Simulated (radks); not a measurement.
W2+, configuration [Xe] 4f14 5d4. Calculated with a radial shooting solver on a logarithmic mesh with Libxc functionals: scalar-relativistic Kohn-Sham, PBE, spin-polarised, spherical densities, point nucleus; open shells are filled with parallel spins first (spin-orbit coupling, left out, can overturn this in heavy ions).

Radial electron density D(r) = 4 pi r^2 rho(r):

```
   r/bohr * D(r) (the largest magnitude, 135, reaches the edge; | marks zero)
 0.001406 |    *
 0.001876 |       *
 0.002522 |           *
 0.003364 |                *
 0.004486 |                      *
 0.006032 |                              *
 0.008045 |                                    *
  0.01073 |                                        *
  0.01443 |                                        *
  0.01924 |                                     *
  0.02566 |                                    *
   0.0345 |                                          *
  0.04602 |                                                   *
  0.06138 |                                                      *
  0.08252 |                                              *
   0.1101 |                                          *
   0.1468 |                                                 *
   0.1974 |                                           *
   0.2632 |                           *
   0.3539 |                            *
    0.472 |                            *
   0.6296 |                 *
   0.8464 |        *
    1.129 |     *
    1.506 |  *
    2.024 |*
      2.7 *
    3.601 *
    4.842 *
    6.458 *
```

D(r) has 4 maxima, at r = 0.0124, 0.0567, 0.158, 0.419 bohr, and minima at 0.0239, 0.102, 0.294 bohr, inside which lie 1.90, 11.03, 29.82 electrons.
